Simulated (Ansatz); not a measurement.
All values below come from frozen-core CCSD(T)/def2-TZVPP // TPSS-D3(BJ)/def2-SVP (Ansatz, a quantum-chemistry and plane-wave program).

Ansatz 0.2 input:
```yaml
crystal:
  periodic: [false, false, false]
  atoms:
    - { symbol: Ti, position_ang: [-0.022275, -0.004847, -0.07343] }
    - { symbol: F, position_ang: [-1.489975, 0.194092, -0.992769] }
    - { symbol: F, position_ang: [0.184052, 1.364442, 0.984553] }
    - { symbol: F, position_ang: [1.336117, -0.109702, -1.160679] }
    - { symbol: F, position_ang: [-0.117658, -1.464197, 0.87543] }
basis:
  gaussian: { orbitals: def2-TZVPP }
correlation:
  method: ccsd_t
```

Output:

```
Functional definition: HF
1290 factors; integrals over basis functions are off by at most 4.6e-4 eV
mean field evaluation 1: about -33914.0636 eV, gradient 7.1e1 eV
mean field evaluation 2: about -33914.1682 eV, gradient 7.2e1 eV
mean field evaluation 4: about -33922.3177 eV, gradient 3.8e0 eV
mean field evaluation 8: about -33922.3851 eV, gradient 3.7e-1 eV
mean field evaluation 16: about -33912.5225 eV, gradient 8.5e1 eV
mean field -33922.38576818 eV, -1246.6246835615 hartree, gradient 5.7e-6 eV, S^2 0.000000; 0 other end points of the search recorded, 0 dependent functions left out
9 core orbitals not correlated
reference -33922.38576818 eV, -1246.6246835615 hartree; 20, 20 occupied and 159, 159 virtual orbitals, 1290 factors
second order -38.93577664 eV of doubles, -0.00000000 eV of singles
cycle   1  -37.03138469 eV  change     1.9e0 eV  update   2.5e-1
cycle   2  -38.38435313 eV  change    -1.4e0 eV  update   1.6e-1
cycle   3  -38.65079150 eV  change   -2.7e-1 eV  update   5.0e-2
cycle   4  -38.65107803 eV  change   -2.9e-4 eV  update   1.8e-2
cycle   5  -38.62210120 eV  change    2.9e-2 eV  update   4.3e-3
cycle   6  -38.62038506 eV  change    1.7e-3 eV  update   1.7e-3
cycle   7  -38.62131071 eV  change   -9.3e-4 eV  update   8.1e-4
cycle   8  -38.62085145 eV  change    4.6e-4 eV  update   3.3e-4
cycle   9  -38.62094477 eV  change   -9.3e-5 eV  update   1.3e-4
cycle  10  -38.62113572 eV  change   -1.9e-4 eV  update   4.1e-5
cycle  11  -38.62104595 eV  change    9.0e-5 eV  update   1.5e-5
cycle  12  -38.62102873 eV  change    1.7e-5 eV  update   7.0e-6
perturbative correction -1.62730533 eV, -0.0598023678 hartree
Total energy: -33962.63410224 eV, -1248.1037825570 hartree
```

Cost: very roughly 4 core-minutes.
